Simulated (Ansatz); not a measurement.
Consider the cleavage of the Ge–Si bond: `[OH][GeH2][SiH3]` + `N[SiH](O)Cl` → `[OH][GeH2][NH][SiH](O)Cl` + SiH₄.

Isolated molecules relaxed with PBE0-D4/def2-TZVP in Ansatz; ΔE leaves out vibrations. CCSD(T)/CBS is the MP2 limit (def2-TZVPP, def2-QZVPP) plus CCSD(T) − MP2 in def2-TZVPP, frozen cores. This one scheme is used for every species. DFT in def2-TZVPP. B3LYP here is the variant with VWN-RPA as its local correlation; programs differ in this. For Ge outer-core shells are correlated without core-valence functions, which leaves a few kJ/mol of doubt a bond. Scalar relativity is left out up to krypton. Each species was taken in one conformer, which may not be the lowest.

`[OH][GeH2][SiH3]`:

Cartesian coordinates in Å:
```
O -0.028 -1.797 1.149
Ge -0.526 -0.097 0.884
Si 0.588 0.789 -1.035
H -0.309 -2.376 0.437
H -2.062 -0.039 0.717
H -0.122 0.605 2.189
H 0.138 2.183 -1.292
H 0.261 -0.046 -2.222
H 2.060 0.778 -0.828
```

`N[SiH](O)Cl`:

Z-matrix (Å, degrees):
```
Si
O 1 1.631
Cl 1 2.058 2 112.6
N 1 1.700 2 111.2 3 116.8
H 1 1.474 2 103.8 3 -116.0
H 2 0.960 1 116.7 3 -67.6
H 4 1.006 1 120.7 2 -147.4
H 4 1.007 1 121.4 2 60.6
```

`[OH][GeH2][NH][SiH](O)Cl`:

Cartesian coordinates in Å:
```
O -0.288 -0.811 1.742
Ge 1.175 -0.109 0.966
N 0.503 0.882 -0.405
Si -0.743 0.358 -1.460
O -1.352 -1.033 -0.884
Cl -2.126 1.882 -1.572
H -0.103 -1.584 2.280
H 1.911 0.823 1.941
H 2.038 -1.287 0.487
H 0.666 1.875 -0.330
H -0.324 0.104 -2.849
H -1.358 -1.102 0.084
```

SiH₄:

Z-matrix (Å, degrees):
```
Si
H 1 1.485
H 1 1.485 2 109.5
H 1 1.485 2 109.5 3 -120.0
H 1 1.485 2 109.5 3 120.0
```

| level | ΔE (kcal/mol) | difference from CCSD(T)/CBS |
| --- | --- | --- |
| PBE-D4 | -3.1 | 3.9 |
| r2SCAN-D4 | -5.3 | 1.7 |
| PBE0-D4 | -4.1 | 2.9 |
| B3LYP-D4 | -6.3 | 0.7 |
| ωB97X-V | -6.7 | 0.3 |
| ωB97M-V | -6.9 | 0.1 |
| B2PLYP | -6.4 | 0.6 |
| PBE | -1.7 | 5.3 |
| r2SCAN | -4.9 | 2.1 |
| PBE0 | -2.9 | 4.1 |
| B3LYP | -4.1 | 2.9 |
| HF/def2-TZVPP | -7.6 | -0.6 |
| MP2/def2-TZVPP | -9.3 | -2.3 |
| SCS-MP2/def2-TZVPP | -9.3 | -2.3 |
| CCSD/def2-TZVPP | -7.8 | -0.8 |
| CCSD(T)/def2-TZVPP | -8.2 | -1.2 |
| HF/def2-QZVPP | -7.6 | -0.6 |
| MP2/def2-QZVPP | -8.6 | -1.6 |
| SCS-MP2/def2-QZVPP | -8.6 | -1.6 |
| HF/CBS(def2) | -7.5 | -0.5 |
| MP2/CBS(def2) | -8.1 | -1.1 |
| CCSD/CBS(def2) | -6.6 | 0.4 |
| CCSD(T)/CBS | -7.0 | 0 |

Largest T1 diagnostic among the species: 0.012.

From PBE to PBE0 (25 % exact exchange), in def2-TZVPP and without D4, ΔE moves by −1.2 kcal/mol. The D4 term adds −2.2 kcal/mol with B3LYP and −1.2 kcal/mol with PBE0; it sums over pairs of atoms, weighted by their polarisabilities, and B3LYP, whose exchange is more repulsive, gets the larger term.
